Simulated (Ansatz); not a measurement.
Mo₅⁻, 5 atoms. Hardware: 4 threads of Intel Xeon Platinum 8259CL on a shared host.

In the def2 sets Mo takes a core potential; there is no spin–orbit coupling. Correlated methods freeze no core orbitals; core or outer-core shells of Mo are correlated, in sets that lack core-valence functions.

(1) How many basis functions does each of these Ansatz runs have, and roughly what does it cost? PBE-QIDH/def2-TZVPD, charge -1 doublet, energy, from earlier orbitals; PBE-D4/def2-SVPD, charge -1 doublet, relaxation, 7 steps; PBE-D4/def2-TZVPD, charge -1 doublet, energy and forces, from earlier orbitals; RPA@PBE/def2-TZVPD, charge -1 doublet, energy, from earlier orbitals; r2SCAN0-D4/def2-TZVPD, charge -1 doublet, energy, from earlier orbitals; MP2/def2-TZVPD, charge -1 doublet, energy, from earlier orbitals; r2SCAN-D4/def2-TZVPD, charge -1 doublet, energy, from earlier orbitals; PBE-D4/def2-SVP, charge -1 doublet, energy with a search over starts; PBE0-D4/def2-TZVPD, charge -1 doublet, energy, from earlier orbitals; BHLYP-D4/def2-TZVPD, charge -1 doublet, energy, from earlier orbitals; HF/STO-3G, charge -1 doublet, energy.

Answers

(1) Other jobs shared the machine, so times can vary by a factor of up to 3.

```csv
run,functions,fitting or Cholesky vectors,wall time,peak host memory (GiB)
"HF/STO-3G, charge -1 doublet, energy",135,1691,22 s,1.4
"MP2/def2-TZVPD, charge -1 doublet, energy, from earlier orbitals",200,1785,29 s,0.83
"PBE-QIDH/def2-TZVPD, charge -1 doublet, energy, from earlier orbitals",200,1785,34 s,1
"RPA@PBE/def2-TZVPD, charge -1 doublet, energy, from earlier orbitals",200,1785,37 s,0.94
"r2SCAN-D4/def2-TZVPD, charge -1 doublet, energy, from earlier orbitals",200,1540,43 s,0.6
"PBE0-D4/def2-TZVPD, charge -1 doublet, energy, from earlier orbitals",200,1890,54 s,1.1
"BHLYP-D4/def2-TZVPD, charge -1 doublet, energy, from earlier orbitals",200,2145,54 s,1.5
"PBE-D4/def2-TZVPD, charge -1 doublet, energy and forces, from earlier orbitals",200,1540,56 s,0.74
"PBE-D4/def2-SVP, charge -1 doublet, energy with a search over starts",155,1515,92 s,0.64
"r2SCAN0-D4/def2-TZVPD, charge -1 doublet, energy, from earlier orbitals",200,1890,94 s,1.6
"PBE-D4/def2-SVPD, charge -1 doublet, relaxation, 7 steps",170,1530,2.6 min,0.64
```
